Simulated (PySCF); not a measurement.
**Electron correlation in Ni (nickel, neutral)**

Starting occupation: [Ar] 3d8 4s2, 3d3/2 with m_j = -3/2, -1/2, +1/2, +3/2, 3d5/2 with m_j = -1/2, +1/2, +3/2, +5/2. Computed with PySCF 2.14 in x2c-TZVPall-2c with one added diffuse shell each of s, p, d type (7s8p5d1f, 63 functions), with X2C-1e with screened-nucleus spin-orbit coupling, Gaussian nucleus. Frozen: [Ne]; 18 electrons correlated; the 6 highest virtual spinors left out.

MP2 pair energies summed by pair of shells (mhartree):

| pair | energy | share (%) |
| --- | --- | --- |
| 3d-3d | -213.51 | 38.4 |
| 3d-3p | -174.74 | 31.4 |
| 3p-3p | -51.36 | 9.2 |
| 3d-3s | -32.13 | 5.8 |
| 3d-4s | -29.57 | 5.3 |
| 4s-4s | -22.06 | 4.0 |
| 3p-3s | -20.60 | 3.7 |
| 3p-4s | -8.57 | 1.5 |
| 3s-3s | -3.05 | 0.5 |
| 3s-4s | -0.65 | 0.1 |

Total MP2 correlation energy: -556.23 mhartree.

The GHF reference relaxed away from the jj start to a determinant that is no pure jj level (⟨S²⟩ = 2.00, ⟨J²⟩ = 20.01); the energies belong to that determinant.

This basis was not built for core-valence correlation, so the inner-shell part is incomplete.
